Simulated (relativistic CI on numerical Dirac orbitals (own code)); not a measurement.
# d5 in a ligand field

Computed with a parametric ligand-field model of a d^n configuration (Racah B and C, spin-orbit zeta, crystal field), exact diagonalisation.

Field parameters in Wybourne normalisation: Oh B⁴₀ = 21Dq, B⁴₄ = √(5/14) B⁴₀; Td as Oh with Dq negative (B⁴₀ = 21Dq, B⁴₄ = √(5/14) B⁴₀). The field is a parameter set, without covalency.

Task: Ground term and bands for B = 870, C = 4210, ζ = 0 cm⁻¹, Td, 10Dq = -2750 cm⁻¹?

Result: Ground term 6A1 with 2.00 electrons in the two orbitals of the cubic e set. Spin-allowed: none. Lowest spin-forbidden: 4T1 28781 cm⁻¹ (347 nm), 4T2 29573 cm⁻¹ (338 nm), 4A1+E 29750 cm⁻¹ (336 nm). A high-spin d5 ion has no spin-allowed d-d band, hence its pale colour.

Task: Ground term and bands for B = 360, C = 1740, ζ = 0 cm⁻¹, Oh, 10Dq = 20500 cm⁻¹?

Result: Ground term 2T2 with 0.03 electrons in the two orbitals of the cubic e set. Spin-allowed: 2A2 18307 cm⁻¹ (546 nm), 2T1 18429 cm⁻¹ (543 nm), 2T2 19473 cm⁻¹ (514 nm), 2E 20361 cm⁻¹ (491 nm). Lowest spin-forbidden: 4T1 12343 cm⁻¹ (810 nm), 4T2 15083 cm⁻¹ (663 nm), 6A1 18960 cm⁻¹ (527 nm).

Task: Ground term and bands for B = 950, C = 3500, ζ = 0 cm⁻¹, Td, 10Dq = -10000 cm⁻¹?

Result: Ground term 6A1 with 2.00 electrons in the two orbitals of the cubic e set. Spin-allowed: none. Lowest spin-forbidden: 4T1 19414 cm⁻¹ (515 nm), 4T2 24178 cm⁻¹ (414 nm), 2T2 24949 cm⁻¹ (401 nm). A high-spin d5 ion has no spin-allowed d-d band, hence its pale colour.

Task: A d5 ion in Oh symmetry has the ground term 2T2 and bands at 6A1 7949 cm⁻¹ (1258 nm), 4T1 8333 cm⁻¹ (1200 nm), 4T2 12439 cm⁻¹ (804 nm), 2A2 17046 cm⁻¹ (587 nm), 2T1 17236 cm⁻¹ (580 nm), 2T2 18671 cm⁻¹ (536 nm), 2E 20016 cm⁻¹ (500 nm). Which parameters reproduce them?

Result: B = 560, C = 2520, ζ = 0 cm⁻¹, Oh, 10Dq = 20000 cm⁻¹.

Task: Ground term and bands for B = 790, C = 2820, ζ = 0 cm⁻¹, Oh, 10Dq = 23750 cm⁻¹?

Result: Ground term 2T2 with 0.05 electrons in the two orbitals of the cubic e set. Spin-allowed: 2A2 20222 cm⁻¹ (495 nm), 2T1 20522 cm⁻¹ (487 nm), 2T2 22413 cm⁻¹ (446 nm), 2E 24055 cm⁻¹ (416 nm). Lowest spin-forbidden: 6A1 9541 cm⁻¹ (1048 nm), 4T1 10151 cm⁻¹ (985 nm), 4T2 15930 cm⁻¹ (628 nm).
